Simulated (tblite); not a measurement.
Compound: C6H10FGaO2.
SMILES with atom numbers: `[CH3:1][CH:2]([CH3:3])[O:4][C:5]1=[CH:6][Ga:7]([F:8])[O:9][CH2:10]1` (hydrogens: H11, H12, H13 on C1; H14 on C2; H15, H16, H17 on C3; H18 on C6; H19, H20 on C10)

Computed with GFN2-xTB (tblite), gas phase: L-BFGS steps from a force-field or distance-geometry start until the largest atomic force falls under 0.01 eV/Å.

Step 141: E = -872.7367 eV
```
atom  x, y, z in Å  |  force x, y, z in eV/Å
C1     -2.5363   -1.0250   -0.0232    0.036  -0.091  -0.123
C2     -1.3594   -0.1241    0.3357    0.094  -0.022  -0.051
C3     -1.6310    1.3325   -0.0543    0.029   0.046  -0.061
O4     -0.2559   -0.6693   -0.3985    0.023   0.034   0.006
C5      0.9886   -0.2375   -0.1907    0.054  -0.050  -0.026
C6      1.4767    0.6610    0.6647   -0.052   0.030   0.039
Ga7     3.4337    0.6901    0.2387   -0.008  -0.055  -0.036
F8      4.9972    1.3854    0.6337   -0.076  -0.009  -0.005
O9      3.2629   -0.5540   -1.0773    0.036  -0.020   0.023
C10     1.9448   -0.9751   -1.1407   -0.010   0.012   0.013
H11    -3.4263   -0.7181    0.5157   -0.005  -0.045   0.064
H12    -2.2984   -2.0637    0.2148   -0.074   0.177  -0.015
H13    -2.7292   -0.9513   -1.0941    0.023  -0.031   0.112
H14    -1.1333   -0.2054    1.4081   -0.040   0.028   0.009
H15    -2.6982    1.5139   -0.0728   -0.131   0.034   0.060
H16    -1.1793    2.0379    0.6363    0.059  -0.011   0.000
H17    -1.2481    1.5359   -1.0533    0.031  -0.085   0.044
H18     0.9600    1.2547    1.3944   -0.033  -0.016  -0.021
H19     1.8773   -2.0454   -0.8939   -0.004   0.081  -0.029
H20     1.5489   -0.8320   -2.1545    0.049  -0.009  -0.002
```

Step 142: E = -872.7398 eV
```
atom  x, y, z in Å  |  force x, y, z in eV/Å
C1     -2.5355   -1.0251   -0.0240   -0.008   0.030  -0.033
C2     -1.3576   -0.1245    0.3330    0.070   0.002  -0.005
C3     -1.6289    1.3317   -0.0581   -0.004  -0.004  -0.077
O4     -0.2538   -0.6713   -0.3978    0.002   0.035  -0.030
C5      0.9899   -0.2365   -0.1929    0.011  -0.011   0.050
C6      1.4753    0.6584    0.6687   -0.069   0.009   0.009
Ga7     3.4284    0.6873    0.2429    0.066  -0.020  -0.024
F8      4.9947    1.3882    0.6270   -0.101  -0.021  -0.005
O9      3.2639   -0.5560   -1.0706    0.020  -0.031  -0.008
C10     1.9434   -0.9703   -1.1424    0.028   0.039   0.049
H11    -3.4247   -0.7187    0.5203    0.037  -0.039   0.006
H12    -2.2982   -2.0577    0.2199   -0.039   0.029  -0.010
H13    -2.7269   -0.9529   -1.0936   -0.004  -0.031   0.078
H14    -1.1311   -0.1999    1.4054   -0.046   0.000   0.028
H15    -2.6975    1.5153   -0.0701   -0.070   0.025   0.019
H16    -1.1749    2.0358    0.6297    0.089   0.028   0.026
H17    -1.2416    1.5246   -1.0570   -0.013  -0.036   0.025
H18     0.9539    1.2439    1.4006   -0.036   0.006  -0.004
H19     1.8657   -2.0372   -0.8984    0.024  -0.026  -0.016
H20     1.5504   -0.8245   -2.1542    0.043   0.018  -0.080
```

Step 143: E = -872.7416 eV
```
atom  x, y, z in Å  |  force x, y, z in eV/Å
C1     -2.5356   -1.0243   -0.0223   -0.002   0.025   0.015
C2     -1.3574   -0.1229    0.3330    0.033   0.004  -0.009
C3     -1.6270    1.3328   -0.0631    0.002  -0.039  -0.049
O4     -0.2530   -0.6745   -0.3932   -0.022   0.040  -0.031
C5      0.9901   -0.2380   -0.1894   -0.012  -0.067  -0.024
C6      1.4727    0.6555    0.6733   -0.037   0.037   0.040
Ga7     3.4243    0.6852    0.2475    0.079   0.004  -0.005
F8      4.9913    1.3865    0.6192   -0.085  -0.013   0.005
O9      3.2646   -0.5557   -1.0632    0.029  -0.051  -0.034
C10     1.9438   -0.9662   -1.1450    0.011  -0.010   0.034
H11    -3.4246   -0.7198    0.5237    0.034  -0.017  -0.008
H12    -2.2972   -2.0543    0.2293   -0.031   0.002  -0.026
H13    -2.7279   -0.9585   -1.0914   -0.006  -0.025   0.064
H14    -1.1365   -0.1939    1.4060   -0.027  -0.009   0.049
H15    -2.6959    1.5171   -0.0720   -0.047   0.027  -0.004
H16    -1.1709    2.0391    0.6213    0.091   0.021   0.019
H17    -1.2371    1.5155   -1.0621   -0.032  -0.003   0.001
H18     0.9494    1.2338    1.4091   -0.038   0.015   0.003
H19     1.8635   -2.0380   -0.9117    0.019   0.056  -0.036
H20     1.5581   -0.8086   -2.1603    0.041   0.004  -0.003
```

Step 144: E = -872.7433 eV
```
atom  x, y, z in Å  |  force x, y, z in eV/Å
C1     -2.5370   -1.0235   -0.0176   -0.011  -0.006   0.040
C2     -1.3566   -0.1222    0.3316   -0.014  -0.006   0.018
C3     -1.6234    1.3322   -0.0705    0.009  -0.076   0.019
O4     -0.2535   -0.6767   -0.3930   -0.019   0.027  -0.025
C5      0.9891   -0.2391   -0.1891    0.003  -0.030  -0.012
C6      1.4688    0.6520    0.6789   -0.040   0.043   0.058
Ga7     3.4209    0.6825    0.2507    0.033  -0.004  -0.007
F8      4.9831    1.3817    0.6228   -0.032   0.011   0.019
O9      3.2657   -0.5505   -1.0678    0.027  -0.019   0.001
C10     1.9445   -0.9590   -1.1503    0.003  -0.002   0.022
H11    -3.4259   -0.7151    0.5278    0.052  -0.005  -0.035
H12    -2.3015   -2.0519    0.2456   -0.024   0.010  -0.039
H13    -2.7282   -0.9693   -1.0873   -0.014  -0.016   0.064
H14    -1.1420   -0.1891    1.4063    0.006  -0.012   0.038
H15    -2.6914    1.5193   -0.0744   -0.048   0.040  -0.016
H16    -1.1592    2.0384    0.6083    0.080   0.033   0.027
H17    -1.2330    1.5046   -1.0684   -0.032   0.028  -0.082
H18     0.9456    1.2238    1.4237    0.002  -0.035  -0.065
H19     1.8657   -2.0305   -0.9222    0.008   0.009  -0.034
H20     1.5631   -0.7970   -2.1664    0.012   0.008   0.008
```

**Question.** Estimate the geometry and energy of step 145. (The exact step hangs on the optimiser's Hessian estimate; all steps are aligned on step 144, rigid shifts and turns removed.)

**Answer.** E = -872.7444 eV, largest force 0.103 eV/Å
```
atom  x, y, z in Å  |  force x, y, z in eV/Å
C1     -2.5372   -1.0236   -0.0142   -0.029   0.005   0.043
C2     -1.3563   -0.1223    0.3320   -0.030  -0.015   0.031
C3     -1.6220    1.3311   -0.0725    0.000  -0.056   0.033
O4     -0.2548   -0.6776   -0.3933    0.006   0.006  -0.027
C5      0.9882   -0.2406   -0.1891    0.004  -0.015  -0.014
C6      1.4649    0.6517    0.6795    0.020   0.000   0.005
Ga7     3.4193    0.6835    0.2521   -0.017  -0.011   0.005
F8      4.9794    1.3793    0.6235    0.002   0.028   0.029
O9      3.2672   -0.5493   -1.0651    0.024  -0.018   0.008
C10     1.9459   -0.9563   -1.1510   -0.014  -0.043  -0.018
H11    -3.4265   -0.7112    0.5289    0.058  -0.008  -0.039
H12    -2.3056   -2.0516    0.2513   -0.011  -0.003  -0.024
H13    -2.7262   -0.9730   -1.0836   -0.026  -0.009   0.038
H14    -1.1425   -0.1871    1.4073    0.017  -0.015   0.029
H15    -2.6902    1.5213   -0.0742   -0.017   0.038  -0.011
H16    -1.1514    2.0361    0.6036    0.059   0.037   0.021
H17    -1.2328    1.5009   -1.0712   -0.036   0.026  -0.093
H18     0.9401    1.2193    1.4235   -0.022   0.002  -0.019
H19     1.8666   -2.0305   -0.9299    0.006   0.045  -0.033
H20     1.5688   -0.7893   -2.1690    0.005   0.004   0.036
```

The energy changes by -0.0012 eV. The first-order estimate −F·Δx gives -0.0016 eV and the mean of the old and new forces, exact on a quadratic surface, -0.0012 eV. The step makes an angle of 73° with the force vector and moves no atom by more than 0.010 Å.

What follows is the cost of the whole relaxation. The run took 7.2 s wall, 6.1 s CPU on one thread, Intel Xeon at 2.50 GHz (x86_64), shared host.
